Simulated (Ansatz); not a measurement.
Cost and result for the atomization energy of CH$_{5}$NSiTe, SMILES `C1N[SiH2][Te]1` (9 atoms, 9 bonds).

```xyz
9

C    -1.0293    0.7403    0.1667
N    -0.4022   -0.5514    0.3319
Si    1.1906   -0.5249   -0.3013
Te    0.5943    1.8305   -0.8266
H    -1.2683    1.2429    1.1066
H    -1.9019    0.7311   -0.4902
H    -0.9262   -1.2827    0.7832
H     2.2891   -0.7498    0.6796
H     1.4539   -1.4361   -1.4500
```

Total charge 0; spin multiplicity 1. Correlated methods include outer-core shells of Te, which these sets cover unevenly. Te takes the def2 core potential. Geometry: relaxed with PBE0-D4/def2-TZVP. Program: Ansatz. All runs use 4 threads of an Arm Neoverse V2 on a shared host. Times are those of one run each, without the atoms' runs, and a repeat can differ threefold. Electronic energies, without spin–orbit coupling; frozen cores. CCSD(T)/CBS adds CCSD(T) − MP2 in def2-TZVPP to the MP2 limit, and its time is that of the two runs behind it. T1 = 0.011. With those shells the extrapolation isn't a true limit. B3LYP takes the VWN-RPA correlation (the form of Gaussian; ORCA's B3LYP/G).

CCSD(T)/CBS is a level of theory with its own doubt, some kJ/mol a heavy atom from the limit and from the frozen cores, so smaller differences don't rank the functionals.

```tsv
level	functions	wall time	atomization (kJ/mol)	difference from CCSD(T)/CBS	per bond
PBE-D4/def2-TZVPP (with forces)	224	1.8 s	3025.2	41.8	4.7
PBE0-D4/def2-TZVPP	224	2.1 s	2970.8	-12.6	-1.4
B3LYP-D4/def2-TZVPP (with forces)	224	3.2 s	2967.4	-16.0	-1.8
r2SCAN-D4/def2-TZVPP (with forces)	224	3.7 s	2955.4	-28.0	-3.1
B2PLYP/def2-TZVPP	224	3.9 s	2923.4	-60.0	-6.7
ωB97X-V/def2-TZVPP	224	6 s	2987.7	4.3	0.5
ωB97M-V/def2-TZVPP (with forces)	224	8 s	2966.8	-16.6	-1.8
MP2/def2-QZVPP	416	13 s	2978.5	-4.9	-0.5
CCSD(T)/def2-TZVPP	224	86 s	2872.7	-110.7	-12.3
CCSD(T)/CBS(def2)	–	99 s	2983.4	0.0	0.0
```

From PBE to PBE0 (25 % exact exchange), in def2-TZVPP and without D4, the atomization energy moves by −50.5 kJ/mol: exact exchange takes away binding that semilocal exchange gives to molecules. In def2-TZVPP, CCSD(T) changes the Hartree–Fock value by +844.3 kJ/mol (the triples alone add +55.3 kJ/mol) and MP2 by +884.2 kJ/mol; breaking electron pairs costs correlation energy, which Hartree–Fock lacks. The D4 term adds +39.9 kJ/mol with B3LYP and +20.5 kJ/mol with PBE0; it sums over pairs of atoms, weighted by their polarisabilities, and B3LYP, whose exchange is more repulsive, gets the larger term.

Spin–orbit coupling would lower the free Te atoms strongly, and the atomization energy with them, by more than many differences here.
